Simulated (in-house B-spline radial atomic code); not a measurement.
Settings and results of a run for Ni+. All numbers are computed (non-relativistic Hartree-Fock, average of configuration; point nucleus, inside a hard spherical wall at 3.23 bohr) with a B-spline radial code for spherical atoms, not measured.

Command:
```bash
python run_scf.py task.json out
```
Settings:
```
Z                28
configuration    [Ar] 3d9
hamiltonian      nr
method           hf
spin_polarised   False
wall_radius      3.23
```

Output (hartree, bohr):
```
 radial grid: 40 intervals, B-splines of order 8, outer radius 3.23 bohr

 iter        energy (Eh)    residual
    1      -1505.2449241    4.14e-01
    2      -1505.6003017    1.58e-01
    3      -1506.4500771    1.38e-02
    4      -1506.4506058    6.26e-03
    5      -1506.4507219    5.11e-04
    6      -1506.4507235    1.20e-04
    7      -1506.4507235    6.75e-05
    8      -1506.4507236    1.06e-05
    9      -1506.4507236    2.69e-07

 total energy                    -1506.450724
 kinetic                           1507.38589
 electron-nucleus                 -3601.45656
 electron-electron                  587.61995

 orbital      occ     eigenvalue          <r>       <r^2>       <1/r>     <1/r^3>     <1/r^2>       r_max
 1s         2.000     -305.55230    0.0548055  0.00402627     27.5168           -     1522.78     0.03616
 2s         2.000      -37.81351     0.247034   0.0719353     5.98287           -     146.314      0.2069
 2p         6.000      -32.84443     0.216267   0.0573062     5.91262     596.836     47.8092      0.1662
 3s         2.000       -4.82980     0.756908    0.662027     1.85683           -      20.939      0.6499
 3p         6.000       -3.24566     0.796379    0.749146     1.72005     70.8685     6.47789      0.6568
 3d         9.000       -0.65545      0.98126     1.21501     1.34604     6.54414     2.48617      0.6526
```

Run time, properties included: 0.04 s on 1 thread of Arm Neoverse V2, on a shared host.
